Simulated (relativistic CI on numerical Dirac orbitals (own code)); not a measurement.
## Energy levels of Er³¹⁺

These numbers are calculated, not measured: Dirac-Coulomb-Breit CI, KLI orbitals optimised for each configuration, a model potential for QED, unscaled Slater integrals (own radial code, finite nucleus).

Configuration list (outside the closed core [Ar] 3d10): 4s2 4p6 4d, 4s2 4p5 4d2, 4s2 4p6 4f, 4s 4p6 4d2, 4s2 4p5 4d 4f, 4s 4p6 4d 4f, 4s2 4p6 5s, 4s2 4p6 5p, 4s2 4p6 5d, 4p6 4d3, 4p5 4d4, 4p5 4d3 4f, 4s 4p6 4f2, 4s 4p5 4f3, 4p6 4f3. Double excitations out of closed p, d and f shells are left out; levels of such configurations are missing from the list, as are those of other unlisted configurations, and high levels can miss mixing partners.

The lowest level is 4s2 4p6 4d 2D_3/2, with 99 % of that term; Hund's rules for 4s2 4p6 4d give 2D with J = 3/2, in agreement.

```csv
No.,Configuration,Term,J,E (eV),%,Next component (%),Lifetime (s)
1,4s2 4p6 4d,2D,3/2,0.000,99,,
2,4s2 4p6 4d,2D,5/2,11.849,99,,1.07e-04
3,4p5 4d2(3F),4D°,1/2,130.146,90,9 2P°,9.35e-10
4,4p5 4d2(3F),4D°,3/2,130.487,53,21 4F°,1.96e-09
5,4p5 4d2(3F),4F°,5/2,133.406,39,19 2D°,1.08e-09
6,4p5 4d2(3F),4G°,7/2,135.226,37,28 2G°,2.59e-08
7,4p5 4d2(3F),4D°,5/2,140.310,46,24 4P°,1.01e-08
8,4p5 4d2(3P),4P°,3/2,141.034,36,19 2P°,8.16e-10
9,4p5 4d2(3F),4G°,9/2,142.918,72,14 2G°,1.82e-04
10,4p5 4d2(3P),4D°,7/2,142.923,50,31 4F°,5.78e-10
11,4p5 4d2(1D),2D°,3/2,145.043,38,36 4D°,1.63e-10
12,4p5 4d2(3P),4P°,5/2,145.413,43,33 2F°,1.17e-09
13,4p5 4d2(3F),4G°,11/2,146.185,56,43 2H°,4.04e-03
14,4p5 4d2(3F),2G°,7/2,147.654,45,30 2F°,2.29e-07
15,4p5 4d2(3P),4P°,1/2,149.249,38,27 2P°,1.95e-08
16,4p5 4d2(1D),2F°,7/2,151.302,41,31 4D°,2.07e-09
17,4p5 4d2(1D),2D°,5/2,151.836,40,36 4D°,1.00e-10
18,4p5 4d2(3P),2D°,3/2,153.038,31,26 4S°,1.47e-09
19,4p5 4d2(1G),2G°,9/2,153.305,48,38 4F°,2.18e-04
20,4p5 4d2(1G),2H°,11/2,155.787,56,43 4G°,7.72e-05
21,4p5 4d2(1G),2F°,5/2,157.352,43,22 2D°,1.70e-11
22,4p5 4d2(3P),2D°,5/2,157.679,32,27 2F°,1.38e-11
23,4p5 4d2(1D),2F°,7/2,158.072,43,34 4D°,4.47e-11
24,4p5 4d2(1G),2G°,9/2,160.382,54,26 4F°,4.16e-05
25,4p5 4d2(3F),4F°,3/2,161.475,34,33 2D°,3.55e-12
26,4p5 4d2(1D),2P°,1/2,162.053,64,17 2S°,3.74e-11
27,4p5 4d2(3F),2F°,7/2,168.415,37,26 4D°,2.76e-11
28,4p5 4d2(3P),2P°,1/2,170.192,49,34 4D°,1.98e-12
29,4p5 4d2(1S),2P°,3/2,171.904,62,23 2D°,4.81e-10
30,4p5 4d2(3F),2D°,5/2,177.973,28,26 4F°,2.02e-12
31,4p5 4d2(1S),2P°,3/2,178.214,37,24 4S°,2.59e-12
32,4s2 4p6 4f,2F°,5/2,181.510,43,27 4s2 4p5 4d2 4G°,4.25e-12
33,4s2 4p6 4f,2F°,7/2,183.903,63,23 4s2 4p5 4d2 2G°,3.47e-12
34,4p5 4d2(3F),4G°,7/2,201.192,45,26 2G°,7.15e-10
35,4p5 4d2(3F),4G°,5/2,201.315,32,32 2F°,8.89e-13
36,4p5 4d2(1D),2F°,5/2,203.551,39,26 2D°,1.60e-12
37,4p5 4d2(3P),4D°,3/2,203.910,40,31 2D°,4.75e-11
38,4p5 4d2(3P),4P°,1/2,204.754,39,32 2S°,7.93e-10
39,4p5 4d2(1G),2H°,9/2,205.966,40,39 2G°,5.76e-07
40,4p5 4d2(3P),2P°,1/2,212.363,64,24 4D°,6.44e-13
41,4p5 4d2(3F),4D°,7/2,213.906,39,32 2F°,1.88e-11
42,4s2 4p5 4d2,2D°,3/2,217.315,29,23 2P°,4.36e-12
43,4p5 4d2(3F),2G°,9/2,217.743,45,27 2H°,5.23e-07
44,4p5 4d2(1D),2F°,5/2,219.696,37,36 2D°,6.31e-09
45,4p5 4d2(3F),2D°,3/2,219.977,75,17 2P°,3.70e-13
46,4p5 4d2(3F),2D°,5/2,226.372,67,13 2F°,4.08e-13
47,4p5 4d2(3P),2P°,3/2,227.393,68,11 4S°,5.15e-13
48,4p5 4d2(1G),2F°,7/2,227.412,68,19 2G°,4.89e-13
49,4p5 4d2(1S),2P°,1/2,228.017,87,9 4D°,1.85e-11
50,4s 4d2(3F),4F,3/2,276.162,70,18 4s2 4p5 4d 4f 4F,6.23e-12
51,4s 4d2(3F),4F,5/2,280.188,64,16 4s2 4p5 4d 4f 4F,5.03e-12
52,4s 4d2(3P),4P,1/2,284.838,65,18 4s2 4p5 4d 4f 4P,6.33e-12
53,4s 4d2(3F),4F,7/2,287.982,77,18 4s2 4p5 4d 4f 4F,4.91e-12
54,4s 4d2(3P),4P,3/2,290.829,73,19 4s2 4p5 4d 4f 4P,6.37e-12
55,4s 4d2(3P),4P,5/2,291.018,45,20 2D,5.43e-12
56,4s 4d2(3F),4F,9/2,293.589,61,18 2G,4.47e-12
57,4s2 4p5 4d 4f,4G,5/2,297.201,74,11 2F,2.28e-11
58,4s 4d2(1D),2D,3/2,298.743,48,16 4s2 4p5 4d 4f 2D,5.91e-12
59,4s 4d2(1G),2G,7/2,299.278,46,17 4s2 4p5 4d 4f 2G,7.27e-12
60,4s 4d2(3F),2F,5/2,301.007,35,20 4s2 4p5 4d 4f 4G,4.58e-12
61,4s2 4p5 4d 4f,4G,7/2,303.131,68,15 4s 4p6 4d2 2G,9.44e-12
62,4s 4d2(3P),2P,1/2,303.678,31,30 4s2 4p5 4d 4f 4D,4.46e-12
63,4s 4d2(1G),2G,9/2,304.720,48,19 4s2 4p5 4d 4f 2G,4.79e-12
64,4s2 4p5 4d 4f,4I,11/2,305.140,39,38 2I,4.31e-11
65,4s 4d2(1D),2D,5/2,306.999,18,17 2F,4.10e-12
66,4s2 4p5 4d 4f,4G,9/2,307.592,54,25 4H,9.29e-12
67,4s2 4p5 4d 4f,4D,3/2,308.226,60,19 4F,2.96e-12
68,4s2 4p5 4d 4f,4D,7/2,308.607,28,21 2F,3.60e-12
69,4s2 4p5 4d 4f,4F,5/2,308.690,25,17 2F,3.13e-12
70,4s2 4p5 4d 4f,4I,13/2,308.970,73,21 2I,3.52e-11
```

Energies count from the lowest computed level; ° marks odd parity; lifetimes are radiative, by E1, M1, E2, M2, E3 decay to levels of this space only. Percentages are summed over parent terms; the parents shown are those of the largest component, closed shells are left out there.

The mean weight of the leading LS term, summed over parents, in these 70 levels is 51 %, and that of the leading jj configuration (from the same eigenvectors) 77 %, so jj coupling describes them better and the LS labels are nominal.

At this charge energies of transitions that change n are usually good to better than 1 %, and those within a shell (Δn = 0) to a few per cent.

LS names give the leading component of a level, which can be under half, so a name can repeat, a term be missing and a line seem to break the LS rules.
